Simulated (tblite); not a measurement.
Species: C₅H₅ClO₂S₂.
Bonds: C1–C2, C2–C3 (aromatic), C3–C4 (aromatic), C4–C5 (aromatic), C5–S6, S6–O7 (double), S6–O8 (double), S6–Cl9, C5–S10 (aromatic), C2–S10 (aromatic). Hydrogens: H11, H12, H13 on C1; H14 on C3; H15 on C4.

Computed with GFN2-xTB (tblite), gas phase: L-BFGS steps from a force-field or distance-geometry start until the largest atomic force falls under 0.01 eV/Å.

Step 18: E = -882.0619 eV
```
atom  x, y, z in Å  |  force x, y, z in eV/Å
C1     -2.6522    0.7958    0.1270    0.044  -0.013  -0.002
C2     -1.2720    0.2819   -0.0662    0.037  -0.019   0.009
C3     -0.7911   -0.4933   -1.0829    0.011   0.003  -0.005
C4      0.5831   -0.7923   -0.9587   -0.025   0.028   0.010
C5      1.1093   -0.2328    0.1623   -0.009  -0.009   0.003
S6      2.7293   -0.3975    0.7954    0.002   0.003  -0.001
O7      2.6820   -0.9248    2.1192    0.032   0.012  -0.006
O8      3.5809   -0.9959   -0.1777   -0.011  -0.033   0.015
Cl9     3.2935    1.5500    0.9704    0.021   0.022  -0.014
S10    -0.0259    0.6549    1.0872   -0.027  -0.052  -0.027
H11    -3.2893    0.4694   -0.6904   -0.013   0.017   0.011
H12    -3.0651    0.4362    1.0680   -0.013  -0.020  -0.010
H13    -2.6467    1.8836    0.1674   -0.022   0.005  -0.028
H14    -1.4021   -0.8468   -1.8945    0.021   0.028   0.006
H15     1.1621   -1.3806   -1.6484   -0.046   0.030   0.041
```

Step 19: E = -882.0624 eV
```
atom  x, y, z in Å  |  force x, y, z in eV/Å
C1     -2.6522    0.7957    0.1256    0.039  -0.013   0.004
C2     -1.2714    0.2833   -0.0664    0.028  -0.016   0.024
C3     -0.7903   -0.4920   -1.0826   -0.002   0.015  -0.007
C4      0.5830   -0.7916   -0.9571   -0.024   0.026   0.000
C5      1.1082   -0.2358    0.1660   -0.010  -0.009  -0.001
S6      2.7286   -0.3998    0.7959    0.032   0.030  -0.007
O7      2.6864   -0.9212    2.1219    0.028  -0.005  -0.007
O8      3.5782   -0.9988   -0.1789   -0.021  -0.040   0.029
Cl9     3.2937    1.5486    0.9649    0.018   0.021  -0.018
S10    -0.0271    0.6519    1.0894   -0.033  -0.033  -0.001
H11    -3.2870    0.4668   -0.6931   -0.014   0.027   0.027
H12    -3.0641    0.4355    1.0671   -0.018  -0.023  -0.020
H13    -2.6502    1.8839    0.1672   -0.016  -0.007  -0.038
H14    -1.4030   -0.8428   -1.8937    0.026   0.018  -0.010
H15     1.1631   -1.3758   -1.6481   -0.032   0.007   0.026
```

Step 20: E = -882.0630 eV
```
atom  x, y, z in Å  |  force x, y, z in eV/Å
C1     -2.6517    0.7954    0.1243    0.014  -0.008   0.010
C2     -1.2705    0.2844   -0.0662    0.006  -0.011   0.029
C3     -0.7896   -0.4904   -1.0825   -0.015   0.027  -0.004
C4      0.5825   -0.7904   -0.9554   -0.013   0.019  -0.008
C5      1.1070   -0.2388    0.1698   -0.005  -0.006   0.001
S6      2.7283   -0.4017    0.7963    0.047   0.047  -0.009
O7      2.6913   -0.9177    2.1244    0.022  -0.016  -0.004
O8      3.5753   -1.0026   -0.1796   -0.023  -0.042   0.032
Cl9     3.2940    1.5476    0.9588    0.017   0.020  -0.022
S10    -0.0287    0.6483    1.0919   -0.025  -0.010   0.037
H11    -3.2850    0.4648   -0.6952   -0.011   0.031   0.035
H12    -3.0634    0.4344    1.0657   -0.021  -0.022  -0.026
H13    -2.6540    1.8839    0.1662   -0.005  -0.018  -0.041
H14    -1.4034   -0.8385   -1.8931    0.024   0.008  -0.032
H15     1.1634   -1.3708   -1.6472   -0.012  -0.020   0.002
```

Step 21: E = -882.0636 eV
```
atom  x, y, z in Å  |  force x, y, z in eV/Å
C1     -2.6507    0.7949    0.1229   -0.020   0.001   0.015
C2     -1.2694    0.2853   -0.0653   -0.025  -0.003   0.028
C3     -0.7890   -0.4882   -1.0824   -0.020   0.033  -0.004
C4      0.5819   -0.7886   -0.9537    0.008   0.009  -0.013
C5      1.1056   -0.2420    0.1741    0.001   0.001   0.008
S6      2.7286   -0.4029    0.7967    0.044   0.044  -0.006
O7      2.6975   -0.9139    2.1268    0.014  -0.018  -0.001
O8      3.5718   -1.0080   -0.1799   -0.020  -0.038   0.027
Cl9     3.2946    1.5469    0.9516    0.018   0.020  -0.026
S10    -0.0310    0.6440    1.0954   -0.006   0.009   0.071
H11    -3.2830    0.4631   -0.6970   -0.010   0.026   0.033
H12    -3.0630    0.4326    1.0636   -0.024  -0.019  -0.022
H13    -2.6582    1.8836    0.1642    0.010  -0.022  -0.038
H14    -1.4032   -0.8333   -1.8931    0.020   0.000  -0.051
H15     1.1633   -1.3656   -1.6461    0.009  -0.044  -0.023
```

Question: Estimate the geometry and energy of step 22. (The exact step hangs on the optimiser's Hessian estimate; all steps are aligned on step 21, rigid shifts and turns removed.)

Answer: E = -882.0644 eV, largest force 0.092 eV/Å
```
atom  x, y, z in Å  |  force x, y, z in eV/Å
C1     -2.6499    0.7943    0.1215   -0.057   0.008   0.019
C2     -1.2686    0.2864   -0.0637   -0.050   0.002   0.020
C3     -0.7885   -0.4846   -1.0823   -0.014   0.035  -0.003
C4      0.5811   -0.7859   -0.9516    0.032  -0.001  -0.013
C5      1.1038   -0.2459    0.1797    0.008   0.010   0.014
S6      2.7297   -0.4039    0.7974    0.021   0.023   0.002
O7      2.7057   -0.9093    2.1298    0.005  -0.011   0.002
O8      3.5671   -1.0158   -0.1798   -0.010  -0.026   0.014
Cl9     3.2957    1.5466    0.9419    0.022   0.021  -0.032
S10    -0.0342    0.6385    1.1013    0.016   0.019   0.089
H11    -3.2808    0.4614   -0.6987   -0.013   0.013   0.019
H12    -3.0630    0.4300    1.0606   -0.032  -0.013  -0.006
H13    -2.6634    1.8828    0.1609    0.027  -0.017  -0.025
H14    -1.4024   -0.8267   -1.8940    0.019  -0.002  -0.061
H15     1.1632   -1.3598   -1.6450    0.026  -0.061  -0.040
```

The energy changes by -0.0008 eV. The first-order estimate −F·Δx gives -0.0011 eV and the mean of the old and new forces, exact on a quadratic surface, -0.0008 eV. The step makes an angle of 75° with the force vector and moves no atom by more than 0.010 Å.

What follows is the cost of the whole relaxation. The run took 0.76 s of wall time on one thread, Arm Neoverse V2 (aarch64), no GPU (shared host).
